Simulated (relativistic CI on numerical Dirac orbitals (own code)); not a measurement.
# Sn⁹⁺: q coefficients and field-shift factors

Method of calculation: Dirac-Coulomb-Breit CI, separate exchange-only KLI orbitals for each configuration, derivatives by finite differences, unscaled Slater integrals, QED left out (own radial code, finite nucleus).

Configuration list (outside the closed core [Ar] 3d10): 4s²4p⁶4d⁵, 4s²4p⁵4d⁶, 4s²4p⁶4d⁴5s, 4s²4p⁶4d⁴5p, 4s4p⁶4d⁶, 4s²4p⁶4d³5s², 4s²4p⁶4d²5s²5p, 4p⁶4d⁷, 4p⁵4d⁸. Double excitations out of closed p, d and f shells are left out; levels of such configurations are missing from the list, as are those of other unlisted configurations, and high levels can miss mixing partners.

With x = (α/α₀)² − 1 an excitation energy changes as ω = ω₀ + qx; K = 2q/ω₀ is the relative enhancement. Terms are leading LS components, so labels can repeat. The field-shift factor is F = δν/δ⟨r²⟩ for the transition from the lowest level.

Lowest level 4s²4p⁶4d⁵ ⁶S5/2.

```
           Level  ω₀ (cm⁻¹)  q (cm⁻¹)  F (GHz/fm²)
 4s²4p⁶4d⁵ ⁴G5/2    39241.0     -7939      -0.0216
 4s²4p⁶4d⁵ ⁴G7/2    41823.3     -1275       0.0738
4s²4p⁶4d⁵ ⁴G11/2    42409.8    -19.76       0.0945
 4s²4p⁶4d⁵ ⁴G9/2    42967.8      1097        0.106
 4s²4p⁶4d⁵ ⁴P5/2    43461.7     -2717      0.00572
 4s²4p⁶4d⁵ ⁴P3/2    44742.3     -4027      -0.0235
 4s²4p⁶4d⁵ ⁴P1/2    47477.1    -842.6        0.013
 4s²4p⁶4d⁵ ⁴D7/2    51092.5      1044       0.0573
 4s²4p⁶4d⁵ ⁴D1/2    54786.2      5646          0.1
 4s²4p⁶4d⁵ ⁴D5/2    55101.0      2840       0.0821
 4s²4p⁶4d⁵ ⁴D3/2    56392.8      6746        0.117
4s²4p⁶4d⁵ ²I11/2    60311.9    -843.3        0.176
4s²4p⁶4d⁵ ²I13/2    63200.1      3191        0.226
```

At this charge energies of transitions that change n are usually good to better than 1 %, and those within a shell (Δn = 0) to a few per cent. Terms inside the open d or f shell come out 10 to 20 % too wide with unscaled integrals.

Which transition from the lowest level has the largest |K|?

4s²4p⁶4d⁵ ⁴G5/2 at 39241.0 cm⁻¹, K = -0.405.
